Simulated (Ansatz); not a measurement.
Abridged output of a molecular run in Ansatz:

```
Functional definition: HF
1566 factors; integrals over basis functions are off by at most 1.2e-3 eV
mean field evaluation 1: about -12724.6054 eV, gradient 5.8e1 eV
mean field evaluation 2: about -12724.7628 eV, gradient 5.8e1 eV
mean field evaluation 4: about -12731.0856 eV, gradient 3.9e0 eV
mean field evaluation 8: about -12731.1572 eV, gradient 3.7e-1 eV
mean field -12731.15772345 eV, -467.8614168483 hartree, gradient 4.1e-6 eV, S^2 0.000000; 0 other end points of the search recorded, 0 dependent functions left out
9 core orbitals not correlated: weight in the atoms' cores, before any rotation towards them, 1.000 or more for the frozen orbitals, at most 0.000 for the correlated occupied ones
reference -12731.15772345 eV, -467.8614168483 hartree; 15, 15 occupied and 240, 240 virtual orbitals, 1566 factors
second order -24.99012228 eV of doubles, -0.00000000 eV of singles
cycle   1  -25.24405058 eV  change   -2.5e-1 eV  update   9.5e-2
cycle   2  -25.77089007 eV  change   -5.3e-1 eV  update   2.7e-2
cycle   3  -25.89330076 eV  change   -1.2e-1 eV  update   1.4e-2
cycle   4  -25.88406972 eV  change    9.2e-3 eV  update   3.2e-3
cycle   5  -25.88348420 eV  change    5.9e-4 eV  update   1.4e-3
cycle   6  -25.88404789 eV  change   -5.6e-4 eV  update   4.0e-4
cycle   7  -25.88379558 eV  change    2.5e-4 eV  update   1.5e-4
cycle   8  -25.88373889 eV  change    5.7e-5 eV  update   4.2e-5
cycle   9  -25.88374208 eV  change   -3.2e-6 eV  update   1.8e-5
perturbative correction -0.93842195 eV, -0.0344863707 hartree
Total energy: -12757.97988748 eV, -468.8471131956 hartree
```

Its atoms:

Z-matrix (Å, degrees):
```
C
O 1 1.391
H 1 1.096 2 110.6
H 1 1.096 2 110.3 3 119.0
H 1 1.099 2 113.0 3 -120.6
Al 2 1.688 1 135.9 3 116.1
N 6 1.763 2 117.1 1 179.0
N 6 1.767 2 121.0 1 -1.0
H 7 1.005 6 125.8 2 179.3
H 7 1.006 6 123.7 2 -0.5
H 8 1.006 6 124.7 2 -1.1
H 8 1.006 6 125.3 2 179.1
```

Q: Which basis set was used?
A. def2-TZVPP
B. cc-pV(D+d)Z
C. cc-pV(Q+d)Z
D. def2-QZVPP

A: A. It gives 264 functions.

Q: Write the keys of the input that set method, charge and spin (a neutral closed shell needs none for the last two).

A: 
```yaml
correlation: {method: ccsd_t}
```
